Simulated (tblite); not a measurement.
Species: C6H6N (doublet state).
Atom-mapped SMILES: `[CH:1]#[C:2][CH:3][C@H:4]([NH2:5])[C:6]#[CH:7]` (hydrogens: H8 on C1; H9 on C3; H10 on C4; H11, H12 on N5; H13 on C7)

Structure optimised with GFN2-xTB, isolated species. This method treats the open shell by occupation alone, without spin polarisation.

List the bond lengths, angles and torsions at this level.

```tsv
bond	length (Å)
C1≡C2	1.218
C2–C3	1.359
C3–C4	1.503
C4–N5	1.469
C4–C6	1.456
C6≡C7	1.197
C1–H8	1.048
C3–H9	1.080
C4–H10	1.098
N5–H11, N5–H12	1.015
C7–H13	1.049
```

Bonds in one row agree within 0.01 Å and their mean is given. A selection of angles:
```tsv
angle	degrees
C2–C1–H8	178.4
C1–C2–C3	177.6
C2–C3–C4	122.1
C2–C3–H9	119.9
C4–C3–H9	117.7
C3–C4–N5	111.3
C3–C4–C6	109.3
C3–C4–H10	110.2
N5–C4–C6	109.5
N5–C4–H10	107.1
C6–C4–H10	109.3
C4–N5–H11	110.5
C4–N5–H12	110.0
H11–N5–H12	108.6
C4–C6–C7	176.2
C6–C7–H13	177.9
```

Dihedral angles: C2–C3–C4–N5 -103° (anticlinal).

C3 (carbon bonded to 2 C and H) is planar (angles 122.1°, 119.9° and 117.7°, sum 359.8°, 0.04 Å off the plane of its three neighbours). The 5 C–C bonds span 1.197 Å (C6≡C7, drawn triple) to 1.503 Å (C3–C4, drawn single), a spread of 0.306 Å. N5 (nitrogen bonded to C and 2 H) is pyramidal (angles 110.5°, 110.0° and 108.6°, sum 329.2°, 0.37 Å off the plane of its three neighbours).

Point group: C1 (no symmetry element, even within 0.4 Å). Its GFN2-xTB frequencies are all real (lowest 32 cm⁻¹). Torsions: C2–C3–C4–N5 -103°, C3–C4–N5–H -63° and 57°.

One conformer stands for the species.

The numbers are calculated, not measured.
